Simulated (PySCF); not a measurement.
H₃O₃Ta, SMILES [OH][Ta]([OH])[OH] (connectivity only; charge and spin as stated), neutral, multiplicity 3. Geometry optimised at r2SCAN-D4/def2-SVP. The multiplicity is an assumed one; other spin states were not compared. The def2 effective core potentials stand for the cores of Ta; spin–orbit coupling is left out. One conformer was computed; it need not be the lowest.

Computed with r2SCAN-D4/def2-SVP in PySCF 2.14.0.

Harmonic wavenumbers (cm⁻¹): 84, 152, 156, 245, 254, 316, 373, 410, 656, 683, 699, 732, 3753, 3991, 3995. Rotational constants (GHz): 6.415, 4.205, 2.556; symmetry number 1.

Work out the zero-point energy and the ideal-gas rigid-rotor harmonic-oscillator thermochemistry at 298.15 K and 1 atm.

ZPE = ½ Σ hcν = ½ × 16500 cm⁻¹ = 23.59 kcal/mol. H − E(el) = 28.79 kcal/mol. Entropy in cal/(mol K): translation 42.23, rotation 25.95, vibration 17.09, spin 2.18, total 87.45. G − E(el) = 2.72 kcal/mol. Cp = 25.23 cal/(mol K). Modes under 150 cm⁻¹ make the vibrational entropy uncertain.
